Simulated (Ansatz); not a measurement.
Relaxation of the cluster RbF2⁻ with RKS r2SCAN-D4/def2-TZVPD.

```sh
$ ansatz run in.yaml --threads 4 --pin off --events-out ev --progress --plain --max-ram 3916MiB
```

```yaml
crystal:
  periodic: [false, false, false]
  atoms:
    - {symbol: Rb, position_ang: [-0.251400, 0.129420, -0.333470]}
    - {symbol: F, position_ang: [-1.188280, -1.731580, 0.501100]}
    - {symbol: F, position_ang: [1.439690, 1.602170, -0.167640]}
basis:
  gaussian: {orbitals: def2-TZVPD}
total_charge: -1
hamiltonian: {xc: r2scan, dispersion: d4}
scf: {lower_state_search: "off"}
output: {orbitals: {seedname: orbitals}}
relax: {f_tol: 0.02, max_steps: 100}
```

It took 19 s on 4 threads of Intel Xeon on a shared host.

Positions (Å) and forces (eV/Å) at steps 1, 2, 3, 4, 6 of 6:

```xyz
3
step=1 energy=-6092.7118 eV
Rb   -0.251    0.129   -0.333   -0.778    0.458   -1.083
F    -1.188   -1.732    0.501   -1.034   -2.042    0.911
F     1.440    1.602   -0.168    1.811    1.584    0.172
3
step=2 energy=-6093.2588 eV
Rb   -0.302    0.157   -0.402   -0.048    0.033   -0.071
F    -1.278   -1.892    0.565   -0.195   -0.296    0.092
F     1.581    1.735   -0.163    0.243    0.262   -0.022
3
step=3 energy=-6093.3123 eV
Rb   -0.224    0.117   -0.299    0.060   -0.032    0.081
F    -1.405   -1.984    0.536   -0.021    0.027   -0.043
F     1.630    1.867   -0.237   -0.039    0.005   -0.038
3
step=4 energy=-6093.3317 eV
Rb   -0.110    0.057   -0.146    0.015   -0.008    0.020
F    -1.487   -1.985    0.466   -0.040   -0.037   -0.002
F     1.597    1.928   -0.320    0.025    0.045   -0.018
3
step=6 energy=-6093.3377 eV
Rb   -0.001    0.000   -0.001    0.000    0.000    0.000
F    -1.562   -1.983    0.398    0.011    0.013   -0.003
F     1.563    1.983   -0.397   -0.011   -0.013    0.003
```

In the def2 sets Rb takes a core potential; there is no spin–orbit coupling. The structure comes from a short search, and lower isomers may exist.
